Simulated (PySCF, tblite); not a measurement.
Isomers of C4H3F4O (doublet state), one GFN2-xTB conformer each. Single-point energies are computed at B3LYP/pcH-1 (PySCF, gas phase, no added dispersion term), electronic only. GFN2-xTB treats the open shell by occupation alone, and not every SCF solution was tested for stability.

```
                SMILES  GFN2-xTB relative energy (kJ/mol)
F[C]1[C@@H](F)COC1(F)F                                7.4
F[C]1COC(F)(F)[C@@H]1F                                0.0
```

Conformers: `[F:1][C:2]1[C@@H:3]([F:4])[CH2:5][O:6][C:7]1([F:8])[F:9]` (doublet state) with F1–C2–C3–F4 74°, C2–C3–C5–O6 17°, C3–C5–O6–C7 -21°, C5–O6–C7–F8 138°; `[F:1][C:2]1[CH2:3][O:4][C:5]([F:6])([F:7])[C@@H:8]1[F:9]` (doublet state) with F1–C2–C3–O4 154°, C2–C3–O4–C5 -14°, C3–O4–C5–F6 -100°, O4–C5–C8–F9 104°.

Question: What does B3LYP/pcH-1 give for the same structures?

Answer: 
```tsv
SMILES	B3LYP/pcH-1 E (Eh)	B3LYP/pcH-1 (kJ/mol)	GFN2-xTB (kJ/mol)	point group
F[C]1COC(F)(F)[C@@H]1F	-628.77432	0.0	0.0	C1
F[C]1[C@@H](F)COC1(F)F	-628.77317	3.0	7.4	C1
```

Both levels put the same isomer lowest. Neighbours under 21 kJ/mol apart (F[C]1COC(F)(F)[C@@H]1F and F[C]1[C@@H](F)COC1(F)F) can change places with a better method, another conformer or zero-point energy.

Question: What happens when harmonic zero-point energies from GFN2-xTB frequencies are added?

Answer: 
```csv
SMILES,ZPE (kJ/mol),electronic (kJ/mol),with ZPE (kJ/mol)
F[C]1COC(F)(F)[C@@H]1F,176.8,0.0,0.0
F[C]1[C@@H](F)COC1(F)F,178.0,3.0,4.2
```

The zero-point energies span 1.2 kJ/mol. The order is unchanged.

Question: As an exercise, what shares would exp(−E/RT) give at 500 K from these electronic energies alone (no entropy, no degeneracies)?

Answer: RT = 4.157 kJ/mol: F[C]1COC(F)(F)[C@@H]1F 67.5 %, F[C]1[C@@H](F)COC1(F)F 32.5 %.
